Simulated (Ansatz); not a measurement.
Ideal-gas functions of F5I (`FI(F)(F)(F)F`) at 298.15 K and 1 bar, from an Ansatz frequency run at PBE0-D4/def2-TZVP.

Molar mass 221.89 g/mol, point group C4v (symmetry number 4), electronic degeneracy 1, moments of inertia 187.406, 187.406, 264.935 u Å². Harmonic wavenumbers (cm⁻¹, unscaled): 186, 186, 200, 268, 311, 361, 361, 597, 619, 647, 647, 712.

Use S(trans) = R[1.5 ln M + 2.5 ln T − 1.1517]; rotational temperatures θ = 24.2544 K / I; S(rot) = R[ln(√π/σ · √(T³/θAθBθC)) + 1.5]; for each mode x = 1.438777 ν̃/T, S = R[x/(eˣ − 1) − ln(1 − e⁻ˣ)] and H = RT x/(eˣ − 1); 1 cm⁻¹ = 0.0119627 kJ/mol; R = 8.31446 J/(mol·K).

By hand: the entropy, in J/(mol·K).

Translation 176.2. Rotation: θ = 0.1294, 0.1294, 0.0915 K, giving 103.7. Vibration, mode by mode: 9.49, 9.49, 8.92, 6.73, 5.68, 4.68, 4.68, 1.90, 1.75, 1.57, 1.57, 1.22, in all 57.7. Electronic 0.0. Sum 337.6 J/(mol·K).

By hand: H − E and G − E in kJ/mol, counted from the electronic energy.

Zero-point energy ½ × 5095 × 0.0119627 = 30.5; thermal vibration 10.5; translation, rotation and pV give 4 RT = 9.9. H − E = 50.9 kJ/mol, and G − E = 50.9 − 298.15 × 337.6/1000 = -49.8 kJ/mol.

Vibration gives 17 % of the entropy.
